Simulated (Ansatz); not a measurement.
Program: Ansatz. Geometries: PBE0-D4/def2-TZVP. ΔE: electronic, gas phase. CCSD(T)/CBS is the MP2 limit (def2-TZVPP, def2-QZVPP) plus CCSD(T) − MP2 in def2-TZVPP, frozen cores. This one scheme is used for every species. For Ge outer-core shells are correlated without core-valence functions, which leaves a few kJ/mol of doubt a bond. Scalar relativity is left out up to krypton. Each species was taken in one conformer, which may not be the lowest.

`[F][GeH2][SH]` + `C=N` → `N=[CH][GeH2][SH]` + H–F  (formal exchange of groups at a Ge–F bond)

`[F][GeH2][SH]`:

Z-matrix (Å, degrees):
```
Ge
S 1 2.200
F 1 1.741 2 109.3
H 1 1.532 2 112.0 3 -116.0
H 1 1.530 2 107.9 3 115.4
H 2 1.343 1 94.0 3 77.5
```

`C=N`:

Z-matrix (Å, degrees):
```
C
N 1 1.261
H 1 1.096 2 124.9
H 1 1.092 2 118.8 3 -180.0
H 2 1.021 1 111.0 3 -0.0
```

`N=[CH][GeH2][SH]`:

```xyz
9

N     1.493    1.219   -0.365
C     0.433    0.942    0.265
Ge   -0.820   -0.353   -0.518
S    -1.070   -2.046    0.906
H     2.074    1.888    0.147
H     0.184    1.369    1.248
H    -2.231    0.245   -0.634
H    -0.274   -0.827   -1.870
H     0.212   -2.437    0.820
```

H–F:

```xyz
2

F    -0.406    0.149    0.157
H     0.406   -0.149   -0.157
```

```
           species  CCSD/def2-TZVPP energy (Eh)
   `[F][GeH2][SH]`                  -2574.91547
             `C=N`                    -94.45887
`N=[CH][GeH2][SH]`                  -2569.00570
               H–F                   -100.33828
```

(1) Work out ΔE.

Largest T1 diagnostic among the species: 0.012.

Answers

(1) ΔE = (-2569.00570) + (-100.33828) − (-2574.91547) − (-94.45887) = 0.03036 Eh = +79.7 kJ/mol. CCSD(T)/CBS gives +73.8 kJ/mol.

In def2-TZVPP, CCSD(T) changes the Hartree–Fock value by −27.8 kJ/mol (the triples alone add −3.0 kJ/mol) and MP2 by −30.7 kJ/mol. The D4 term adds −8.1 kJ/mol with B3LYP and −4.6 kJ/mol with PBE0; it sums over pairs of atoms, weighted by their polarisabilities, and B3LYP, whose exchange is more repulsive, gets the larger term.

B3LYP here is the variant with VWN-RPA as its local correlation; programs differ in this.
